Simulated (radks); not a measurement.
Q: Excited configurations of Rh I: one electron is placed in a higher orbital outside [Kr] 4d8. The ground configuration is [Kr] 4d8 5s1. Method: Dirac Kohn-Sham, LDA (Slater exchange, Perdew-Wang correlation), spin-unpolarised, spherical densities, point nucleus; open shells are shared between the two j in proportion to 2j + 1; computed with a radial shooting solver on a logarithmic mesh with Libxc functionals. Excitation = E - E(ground); binding = E(ion) - E, where the ion is the core of charge +1; n* = 1/sqrt(2 binding) in atomic units, and the quantum defect is n - n*. Eigenvalue and <r> are those of j = l + 1/2.

outer orbital  excitation (eV)  binding (eV)     n*  quantum defect  eigenvalue (eV)  <r> (bohr)
6s                       5.348         2.437  2.363           3.637           -1.440       8.831
6d                       6.813         0.972  3.741           2.259           -0.556       19.75
7s                       6.501         1.284  3.256           3.744           -0.801       17.04
7d                       7.132         0.653  4.566           2.434           -0.407       31.73
7f                       7.443         0.342  6.308           0.692           -0.227       62.14

Estimate the row for 5p.

A: excitation (eV) 3.731; binding (eV) 4.054; n* 1.832; quantum defect 3.168; eigenvalue (eV) -1.829; <r> (bohr) 4.757. The Delta-SCF ionisation energy is 7.785 eV (NIST Atomic Spectra Database: 7.459 eV, measured). Self-interaction in the functional shifts the binding energies and quantum defects, so they are the method's values and not measured ones. Spin polarisation and multiplet splitting are left out, so open shells lie too high by an amount that depends on their filling. Sharing an open shell by 2j + 1 raises it above the true ground level by a part of the spin-orbit splitting, which enters the differences from NIST.

Beside tabulated values, note that spin-unpolarised runs miss the spin-polarisation part of the exchange energy of open shells.
